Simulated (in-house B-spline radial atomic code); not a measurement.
# RPA and G0W0 on TPSS: the gallium ion Ga⁺

Configuration [Ar] 3d10 4s2, mean-field start TPSS. Computed with a B-spline radial code for spherical atoms: all electrons, scalar-relativistic (spin-free one-electron X2C), finite nucleus, each spin shell either full or empty, empty states to l = 9 with an (l + 1/2)⁻⁴ tail; G0W0 by contour deformation at full frequency.

Command:
```bash
python run_gw.py task.json out
```
Settings (radii: box in bohr, nucleus in fm):
```
Z                        31
electrons                30
configuration            [Ar] 3d10 4s2
hamiltonian              x2c
method                   tpss,tpss
lmax                     9
rms_radius               3.9973
spin_polarised           False
box_radius               23.78
intervals                71
ion_configuration        [Ar] 3d10 4s1
```

Time taken, with all properties: 7.6 s on 1 thread of Arm Neoverse N1 (shared host).

Energies (hartree):

```
                                     term        value
                         mean-field total  -1943.66353
Hartree-Fock functional on these orbitals  -1941.99613
                      direct second order      -2.8215
                    second-order exchange      0.80914
                         SOSEX correction      0.71236
```

(1) What is the RPA correlation energy, and what remains with SOSEX?

Quasi-particle levels (eV):

```json
{"level": "4s", "occupied": "yes", "mean field": "-16.283", "Σx - vxc": "-2.91", "Σc": "?", "QP weight": "?", "G0W0": "?"}
{"level": "4p", "occupied": "no", "mean field": "-8.926", "Σx - vxc": "4.14", "Σc": "-1.30", "QP weight": "0.930", "G0W0": "-6.079"}
```

G0W0 = mean field + (Σx - vxc) + Σc, with Σc (partial-wave tail included) taken at the quasi-particle energy. Only the outer levels were computed. Levels of low weight are left out.

(2) Where does G0W0 put 4s?

(3) What does it cost to remove one electron (to [Ar] 3d10 4s1) by differences of total energies, each species on its own start (correlation terms add to the Hartree-Fock functional)?

Results:

(1) RPA gives -2.2998 hartree (-2.09 eV per electron); RPA + SOSEX gives -1.5875, and the second-order doubles -2.0123 hartree (no singles). RPA lacks exchange-type terms and so overcorrelates at short range.

(2) At -20.821 eV, with Σc = -1.62 eV and a quasi-particle weight of 0.914. The tabulated removal energy is 20.515 eV (NIST, measured); the calculation leaves out spin-orbit coupling, Breit and QED terms, and what these don't explain is the method's own error.

(3) TPSS 20.508 eV, Hartree-Fock functional 18.575 eV, + RPA 20.898 eV, + RPA + SOSEX 20.349 eV, + second order 21.751 eV. Tabulated: 20.515 eV (NIST, measured); the calculation leaves out spin-orbit coupling, Breit and QED terms, and what these don't explain is the method's own error.
